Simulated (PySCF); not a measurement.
PySCF input file for Be(OH)(OSiH3) (BeH4O2Si), SMILES [OH][Be][O][SiH3], B3LYP-D3(BJ)/def2-SVP. Geometry: B3LYP-D3(BJ)/def2-SVP. A frequency run showed that this geometry is not a minimum. Other conformers were not sampled.

```python
import numpy as np
from pyscf import gto, scf, dft, df
from pyscf.hessian import thermo

mol = gto.M(
    atom='''
    Be    0.64620059    0.27637643    1.15916223
    O     1.30889801    0.55930438    2.34406454
    H     1.76865026    0.75353551    3.15041454
    O    -0.03053391   -0.01263552   -0.05153443
    Si   -0.81374909   -0.34781493   -1.45802330
    H    -2.26405334   -0.59425279   -1.20262793
    H    -0.23428265   -1.56400883   -2.10181252
    H    -0.68954208    0.79527851   -2.41053763
    ''',
    basis='def2-SVP',
    charge=0,
    spin=0,
    max_memory=1600,
    verbose=3,
)
mf = dft.RKS(mol, xc='b3lyp').density_fit(auxbasis='def2-universal-jkfit')
mf.disp = 'd3bj'
mf.grids.level = 3
mf.conv_tol = 1e-11
mf.max_cycle = 100
mf.kernel()

# [left out here: the lines that compute and print the analytic Hessian (its translational invariance restored by hand, since the grid's response is missing), thermochemistry and intensities]
```

It prints:

```
converged SCF energy = -457.064402812983

WARN: DFTD3 does not support analytical Hessian, using finite difference


WARN: Mole.unit (angstrom) is changed to Bohr

Mode                                 0                   1                   2
Irrep
Freq [cm^-1]                     -150.8282           -149.8686             58.7179
Reduced mass [au]                   1.0975              1.0975              5.5814
Force const [Dyne/A]               -0.0147             -0.0145              0.0113
Char temp [K]                    -217.0083           -215.6275             84.4820
Normal mode                   x     y     z       x     y     z       x     y     z
       0  Be                 0.00 -0.01 -0.00    0.00  0.00 -0.00    0.04 -0.05 -0.01
       1   O                -0.04  0.06  0.01   -0.05 -0.04  0.04   -0.07  0.07  0.02
       2   H                 0.56 -0.76 -0.13    0.62  0.54 -0.48   -0.06  0.06  0.02
       3   O                -0.00  0.00  0.00   -0.00 -0.00  0.00    0.13 -0.14 -0.04
       4  Si                 0.00 -0.01 -0.00    0.00  0.00 -0.00   -0.04  0.04  0.01
       5   H                 0.00 -0.01 -0.01    0.00  0.01 -0.01   -0.03  0.12  0.13
       6   H                 0.01 -0.01  0.01    0.01  0.01 -0.01   -0.19  0.05 -0.15
       7   H                 0.00 -0.01 -0.01    0.01  0.01  0.00   -0.05  0.11  0.09
Mode                                 3                   4                   5
Irrep
Freq [cm^-1]                       58.8454            431.7672            431.7833
Reduced mass [au]                   5.5820              7.9825              7.9828
Force const [Dyne/A]                0.0114              0.8768              0.8769
Char temp [K]                      84.6654            621.2169            621.2400
Normal mode                   x     y     z       x     y     z       x     y     z
       0  Be                -0.04 -0.04  0.03    0.23  0.11 -0.15   -0.12  0.27  0.01
       1   O                 0.06  0.07 -0.05   -0.05 -0.03  0.04    0.03 -0.06 -0.00
       2   H                 0.05  0.06 -0.04   -0.09 -0.04  0.06    0.05 -0.10 -0.00
       3   O                -0.11 -0.13  0.09   -0.07 -0.03  0.04    0.04 -0.08 -0.00
       4  Si                 0.03  0.04 -0.03   -0.00 -0.00  0.00    0.00 -0.00 -0.00
       5   H                -0.00  0.06 -0.20   -0.02 -0.01 -0.09   -0.00  0.03  0.02
       6   H                 0.06  0.08 -0.09    0.03  0.02  0.00   -0.05  0.01 -0.07
       7   H                 0.17  0.13  0.10    0.05  0.02  0.04    0.01  0.04  0.05
Mode                                 6                   7                   8
Irrep
Freq [cm^-1]                      533.2322            744.9524            744.9981
Reduced mass [au]                   7.6580              1.1940              1.1940
Force const [Dyne/A]                1.2829              0.3904              0.3904
Char temp [K]                     767.2025           1071.8206           1071.8865
Normal mode                   x     y     z       x     y     z       x     y     z
       0  Be                 0.04  0.02  0.08   -0.01 -0.00  0.00   -0.00  0.01  0.00
       1   O                 0.08  0.03  0.15    0.00  0.00 -0.00    0.00 -0.00 -0.00
       2   H                 0.08  0.04  0.15    0.00  0.00 -0.00    0.00 -0.00 -0.00
       3   O                -0.01 -0.00 -0.01    0.05  0.03 -0.03    0.03 -0.06 -0.00
       4  Si                -0.05 -0.02 -0.10   -0.04 -0.02  0.03   -0.03  0.05  0.00
       5   H                -0.06 -0.03 -0.11   -0.15 -0.06 -0.66   -0.03 -0.18 -0.23
       6   H                -0.06 -0.02 -0.11    0.17  0.08  0.02    0.43 -0.04  0.57
       7   H                -0.06 -0.03 -0.11    0.38  0.22  0.37   -0.15 -0.25 -0.37
Mode                                 9                  10                  11
Irrep
Freq [cm^-1]                      961.4194            961.4223           1011.9911
Reduced mass [au]                   1.0518              1.0517              1.0960
Force const [Dyne/A]                0.5728              0.5728              0.6613
Char temp [K]                    1383.2685           1383.2726           1456.0299
Normal mode                   x     y     z       x     y     z       x     y     z
       0  Be                 0.00  0.00 -0.00    0.00 -0.00  0.00   -0.01 -0.00 -0.01
       1   O                -0.00 -0.00  0.00   -0.00  0.00 -0.00    0.01  0.00  0.01
       2   H                 0.00  0.00 -0.00    0.00 -0.00  0.00    0.01  0.00  0.01
       3   O                -0.00 -0.00  0.00   -0.00  0.01 -0.00   -0.01 -0.00 -0.01
       4  Si                 0.03  0.01 -0.02    0.01 -0.04  0.00   -0.02 -0.01 -0.04
       5   H                 0.00 -0.13 -0.20   -0.14  0.74 -0.12    0.07  0.08  0.54
       6   H                -0.40 -0.42  0.41    0.33  0.14 -0.00    0.36 -0.06  0.41
       7   H                -0.44  0.32  0.31   -0.48  0.09  0.06    0.30  0.29  0.36
Mode                                12                  13                  14
Irrep
Freq [cm^-1]                     1076.9169           1702.9844           2210.0113
Reduced mass [au]                  13.8728              8.9688              1.0512
Force const [Dyne/A]                9.4794             15.3252              3.0249
Char temp [K]                    1549.4437           2450.2154           3179.7142
Normal mode                   x     y     z       x     y     z       x     y     z
       0  Be                -0.03 -0.01 -0.06   -0.14 -0.06 -0.25    0.00 -0.00  0.00
       1   O                 0.04  0.02  0.08    0.04  0.02  0.07   -0.00  0.00 -0.00
       2   H                 0.05  0.02  0.09    0.05  0.02  0.08    0.00 -0.00  0.00
       3   O                -0.10 -0.04 -0.17    0.04  0.02  0.08   -0.00  0.00 -0.00
       4  Si                 0.04  0.02  0.06   -0.00 -0.00 -0.00    0.01 -0.04  0.00
       5   H                 0.02  0.01  0.01    0.01 -0.00 -0.03   -0.03 -0.03  0.01
       6   H                 0.00  0.01  0.02   -0.03  0.02 -0.01   -0.28  0.57  0.31
       7   H                 0.01 -0.01  0.02   -0.02 -0.03 -0.01    0.07  0.51 -0.43
Mode                                15                  16                  17
Irrep
Freq [cm^-1]                     2210.0694           2220.2917           4136.3006
Reduced mass [au]                   1.0512              1.0203              1.0733
Force const [Dyne/A]                3.0250              2.9636             10.8192
Char temp [K]                    3179.7978           3194.5054           5951.2157
Normal mode                   x     y     z       x     y     z       x     y     z
       0  Be                -0.00 -0.00  0.00   -0.00 -0.00 -0.01   -0.00 -0.00 -0.00
       1   O                 0.00  0.00 -0.00    0.00  0.00  0.00    0.03  0.01  0.05
       2   H                -0.00 -0.00  0.00    0.00  0.00  0.00   -0.47 -0.20 -0.82
       3   O                 0.00  0.00 -0.00    0.00  0.00  0.00   -0.00 -0.00 -0.00
       4  Si                -0.03 -0.01  0.02    0.01  0.00  0.02    0.00  0.00  0.00
       5   H                 0.77  0.13 -0.14   -0.56 -0.09  0.10   -0.00 -0.00 -0.00
       6   H                 0.13 -0.31 -0.15    0.22 -0.46 -0.24   -0.00 -0.00 -0.00
       7   H                 0.02  0.34 -0.27    0.05  0.44 -0.36   -0.00  0.00 -0.00
temperature 298.1500 [K]
pressure 101325.00 [Pa]
Rotational constants [GHz] 85.42643 2.02068 2.02068
Symmetry number 1
Zero-point energy (ZPE) 0.04441 [Eh]   116610.204 [J/mol]
                           tot       elec      trans        rot        vib
Entropy [J/mol/K]       315.053      0.000    162.277    101.824     50.952
Cv [J/mol/K]             70.871      0.000     12.472     12.472     45.928
Cp [J/mol/K]             79.185      0.000     20.786     12.472     45.928
Internal energy [J/mol]                      3718.434   3718.434 123792.769
Internal energy [Eh]   -457.01442  -457.06440
Enthalpy [J/mol]                             6197.391   3718.434 123792.769
Enthalpy [Eh]          -457.01348
Gibbs free energy [J/mol]                  -42185.441 -26640.266 108601.353
Gibbs free energy [Eh] -457.04925
mode   freq/cm-1   IR/(km/mol)
   1     -150.83       168.705
   2     -149.87       168.731
   3       58.72         0.004
   4       58.85         0.004
   5      431.77        71.554
   6      431.78        71.573
   7      533.23         6.507
   8      744.95        74.420
   9      745.00        74.466
  10      961.42        94.505
  11      961.42        94.476
  12     1011.99       352.802
  13     1076.92       164.878
  14     1702.98       854.646
  15     2210.01       182.904
  16     2210.07       182.849
  17     2220.29        71.042
  18     4136.30       323.319
max |gradient| / (hartree/bohr): 0.00012426307890554952
APT charges: [ 1.2624 -1.0064  0.4114 -1.3244  1.5847 -0.3092 -0.3093 -0.3092]
```

The calculation finished and met its thresholds. The end point has an imaginary mode, so it is no minimum.
